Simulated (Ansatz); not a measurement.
Start from `O[Si]Br` and change one atom or group to get `C[Si]O`.

Ansatz, PBE0-D4/def2-TZVP geometries, multiplicity 1. Each molecule was computed in one conformer, which needn't be the lowest.

Scalar relativity is left out up to krypton.

```csv
property,`O[Si]Br`
size of the dipole moment (PBE/def2-TZVPP) / D,1.04
HOMO–LUMO gap (PBE0/def2-TZVPP) / eV,5.37
LUMO energy (ωB97M-V/def2-TZVPP) / eV,-0.16
HOMO–LUMO gap (B3LYP/def2-TZVPP) / eV,5.01
HOMO–LUMO gap (ωB97M-V/def2-TZVPP) / eV,9.44
HOMO energy (ωB97M-V/def2-TZVPP) / eV,-9.59
```

(1) Give the same properties after the change, and the shifts. (An estimate is asked.)

## Answers

(1) Computed: 
```csv
property,`C[Si]O`,shift
size of the dipole moment (PBE/def2-TZVPP) / D,2.28,1.24
HOMO–LUMO gap (PBE0/def2-TZVPP) / eV,4.70,-0.67
LUMO energy (ωB97M-V/def2-TZVPP) / eV,0.39,0.55
HOMO–LUMO gap (B3LYP/def2-TZVPP) / eV,4.34,-0.67
HOMO–LUMO gap (ωB97M-V/def2-TZVPP) / eV,8.81,-0.63
HOMO energy (ωB97M-V/def2-TZVPP) / eV,-8.42,1.17
```

With PBE0 the HOMO rises by 1.22 eV and the LUMO rises by 0.55 eV, so the gap narrows by about 0.67 eV. PBE moves the HOMO by 1.20 eV and ωB97M-V by 1.17 eV. The zero-point energy changes by 90.1 kJ/mol with +9 modes. Dipoles are sizes alone; their direction can turn.

B3LYP here is the variant with VWN-RPA as its local correlation; programs differ in this.

Spin–orbit coupling is left out; it splits and shifts lone-pair levels of the heavy atoms by tenths of an eV.
